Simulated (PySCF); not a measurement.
PW91 on C⁻ (carbon, charge -1)

Configuration: [He] 2s2 2p3, high-spin 4S determinant. All numbers are calculated (PySCF 2.14, no relativity, point nucleus, in aug-cc-pwCVTZ (7s6p4d2f, 59 functions)).

| Property | Result |
| --- | --- |
| Total energy | -37.8892 hartree |
| One-electron energy | -52.4279 hartree |
| Hartree (Coulomb) energy | 19.9425 hartree |
| Exchange-correlation energy | -5.4038 hartree |
| Kinetic energy | 37.75018 hartree |
| ⟨S²⟩ | 3.7531 |
| ⟨L²⟩ | 0.000 |
| Sum of ⟨r⟩ | 10.78 bohr |
| Sum of ⟨r²⟩ | 30.13 bohr² |
| Density at the nucleus (Gaussians lack the cusp) | 123 bohr⁻³ |
| Spin density at the nucleus | -0.0332 bohr⁻³ |
| Langevin diamagnetic susceptibility | -23.9 ×10⁻⁶ cm³/mol |
| Time after the integrals | 0.8 s of wall time on 1 thread of Neoverse-V1 (shared host) |

```
shell  electrons  mean orbital energy (eV)  rms radius, mean of both spins (bohr)
 1s α          1                   -263.76                                  0.315
 1s β          1                   -262.84                                  0.315
 2s α          1                    -6.138                                   1.87
 2s β          1                    -2.998                                   1.87
 2p α          3                     1.914                                   2.76
```

At PW91 the highest occupied level has a positive energy, so only the finite basis holds that electron; in a semilocal or global hybrid functional this comes from self-interaction and does not mean that the real anion is unbound.
